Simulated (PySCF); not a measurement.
**Shieldings and the share of exact exchange**

Molecule: SMILES [NH3+][BH2-][SiH2][SiH3], BH₁₀NSi₂.

Geometry:
```tsv
atom	x (Å)	y (Å)	z (Å)
N1	-1.778	0.208	0.371
B2	-1.029	-0.983	-0.442
Si3	0.751	-0.277	-1.117
Si4	1.896	0.644	0.720
H5	-2.034	0.981	-0.245
H6	-2.635	-0.133	0.809
H7	-1.181	0.595	1.108
H8	-1.783	-1.317	-1.343
H9	-0.837	-1.880	0.367
H10	0.662	0.851	-2.116
H11	1.642	-1.316	-1.731
H12	2.411	-0.412	1.650
H13	0.898	1.437	1.538
H14	3.016	1.592	0.422
```

GIAO shieldings (ppm, equivalent atoms averaged) in PySCF 2.14.0 with density-fitted response routines on the PBE0-D3(BJ)/def2-SVP geometry, basis pcSseg-2, gas phase, non-relativistic:

| functional | exact exchange (%) | σ(N1) | σ(B2) |
| --- | --- | --- | --- |
| BLYP | 0 | 215.4 | 118.0 |
| BP86 | 0 | 220.5 | 122.3 |
| PBE | 0 | 220.6 | 122.1 |
| PBE0 | 25 | 227.6 | 126.9 |
| mPW1PW91 | 25 | 226.8 | 126.5 |
| BHandHLYP | 50 | 229.0 | 127.3 |
| HF | 100 | 237.6 | 135.1 |

Task: Fit each shielding as a line in the percentage of exact exchange.

Result: σ(N1) = 220.0 + 0.19 x (rms 2.3 ppm); σ(B2) = 121.5 + 0.14 x (rms 1.7 ppm). The functionals also differ in their semilocal parts, which the line can't hold; Hartree–Fock has no correlation at all.

Task: What does the line predict for B3LYP (20 %), and what does the run give?

Result: σ(N1): 223.8 predicted, 221.7 computed; σ(B2): 124.3 predicted, 122.3 computed ppm.
